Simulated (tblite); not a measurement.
C7H12SSi.
Numbering: `[CH3:1][CH2:2][CH2:3][SiH2:4][c:5]1[cH:6][cH:7][cH:8][s:9]1` (hydrogens: H10, H11, H12 on C1; H13, H14 on C2; H15, H16 on C3; H17, H18 on Si4; H19 on C6; H20 on C7; H21 on C8)

Computed with GFN2-xTB (tblite), gas phase: L-BFGS steps from a force-field or distance-geometry start until the largest atomic force falls under 0.01 eV/Å.

Geometry at step 15:
```
atom  x, y, z in Å
C1     -3.3869   -0.2709    0.2214
C2     -2.4832    0.8535    0.7059
C3     -1.2108    0.9349   -0.1324
Si4    -0.1901   -0.6685   -0.0378
C5      1.6391   -0.3170    0.0856
C6      2.6201   -0.8454   -0.6921
C7      3.9160   -0.4028   -0.3658
C8      3.9179    0.4627    0.6787
S9      2.3288    0.7407    1.2747
H10    -3.5083   -0.2018   -0.8554
H11    -4.3679   -0.2227    0.6866
H12    -2.9583   -1.2467    0.4354
H13    -2.2192    0.6840    1.7503
H14    -3.0266    1.8024    0.6484
H15    -1.5018    1.1493   -1.1623
H16    -0.6105    1.7780    0.2111
H17    -0.5472   -1.4379    1.1587
H18    -0.3493   -1.5014   -1.2340
H19     2.3894   -1.5339   -1.4782
H20     4.7986   -0.7075   -0.8893
H21     4.7414    0.9679    1.1450
```

**Question.** Give the atomic forces at this geometry.

**Answer.** 
```json
{"atom": "C1", "Fx (eV/Å)": "-0.049", "Fy (eV/Å)": "-0.037", "Fz (eV/Å)": "-0.050"}
{"atom": "C2", "Fx (eV/Å)": "-0.060", "Fy (eV/Å)": "-0.057", "Fz (eV/Å)": "0.016"}
{"atom": "C3", "Fx (eV/Å)": "-0.024", "Fy (eV/Å)": "-0.002", "Fz (eV/Å)": "0.046"}
{"atom": "Si4", "Fx (eV/Å)": "-0.043", "Fy (eV/Å)": "-0.068", "Fz (eV/Å)": "0.026"}
{"atom": "C5", "Fx (eV/Å)": "0.000", "Fy (eV/Å)": "0.146", "Fz (eV/Å)": "0.116"}
{"atom": "C6", "Fx (eV/Å)": "0.041", "Fy (eV/Å)": "0.016", "Fz (eV/Å)": "-0.031"}
{"atom": "C7", "Fx (eV/Å)": "0.027", "Fy (eV/Å)": "0.039", "Fz (eV/Å)": "0.034"}
{"atom": "C8", "Fx (eV/Å)": "-0.097", "Fy (eV/Å)": "0.052", "Fz (eV/Å)": "0.080"}
{"atom": "S9", "Fx (eV/Å)": "-0.014", "Fy (eV/Å)": "0.054", "Fz (eV/Å)": "-0.014"}
{"atom": "H10", "Fx (eV/Å)": "-0.104", "Fy (eV/Å)": "0.030", "Fz (eV/Å)": "-0.078"}
{"atom": "H11", "Fx (eV/Å)": "-0.018", "Fy (eV/Å)": "0.041", "Fz (eV/Å)": "0.028"}
{"atom": "H12", "Fx (eV/Å)": "0.046", "Fy (eV/Å)": "0.028", "Fz (eV/Å)": "0.048"}
{"atom": "H13", "Fx (eV/Å)": "-0.024", "Fy (eV/Å)": "0.029", "Fz (eV/Å)": "0.055"}
{"atom": "H14", "Fx (eV/Å)": "0.040", "Fy (eV/Å)": "-0.037", "Fz (eV/Å)": "-0.010"}
{"atom": "H15", "Fx (eV/Å)": "0.100", "Fy (eV/Å)": "0.002", "Fz (eV/Å)": "-0.022"}
{"atom": "H16", "Fx (eV/Å)": "0.012", "Fy (eV/Å)": "0.043", "Fz (eV/Å)": "0.005"}
{"atom": "H17", "Fx (eV/Å)": "-0.027", "Fy (eV/Å)": "-0.036", "Fz (eV/Å)": "0.067"}
{"atom": "H18", "Fx (eV/Å)": "-0.063", "Fy (eV/Å)": "-0.019", "Fz (eV/Å)": "-0.031"}
{"atom": "H19", "Fx (eV/Å)": "0.079", "Fy (eV/Å)": "-0.116", "Fz (eV/Å)": "-0.177"}
{"atom": "H20", "Fx (eV/Å)": "0.172", "Fy (eV/Å)": "-0.059", "Fz (eV/Å)": "-0.071"}
{"atom": "H21", "Fx (eV/Å)": "0.007", "Fy (eV/Å)": "-0.050", "Fz (eV/Å)": "-0.037"}
```

The largest, 0.23 eV/Å, acts on H19; the rms over all components is 0.061 eV/Å. The forces sum to zero within rounding, as they must for an isolated molecule in no field.

**Question.** Give the force on H19 in Eh/bohr and in nN.

**Answer.** 0.226 eV/Å ÷ 51.422 = 0.00439 Eh/bohr, and 0.226 eV/Å × 1.602 = 0.36 nN.

**Question.** How far is this geometry from the end of the optimisation?

**Answer.** 0.058 eV above it, and 0.405 Å rms away after alignment. The bonds farthest from their final lengths, with half the difference of the two atoms' forces along the bond (positive lengthens):

| bond | now (Å) | final (Å) | force along bond (eV/Å) |
| --- | --- | --- | --- |
| Si4–C5 | 1.867 | 1.876 | +0.04 |
| C6–H19 | 1.070 | 1.076 | +0.09 |
| C7–H20 | 1.070 | 1.076 | +0.10 |
| C5–C6 | 1.359 | 1.364 | +0.08 |
| Si4–H17 | 1.467 | 1.470 | +0.01 |
| C6–C7 | 1.408 | 1.411 | 0.00 |

The angle farthest from its final value is C3–Si4–C5, 111.7° against 107.8°.

What follows is the cost of the whole relaxation. The run took 2.1 s of wall time on one thread, Intel Xeon Platinum 8259CL at 2.50 GHz (x86_64), shared host with 96 logical CPUs at a one-minute load of 11.
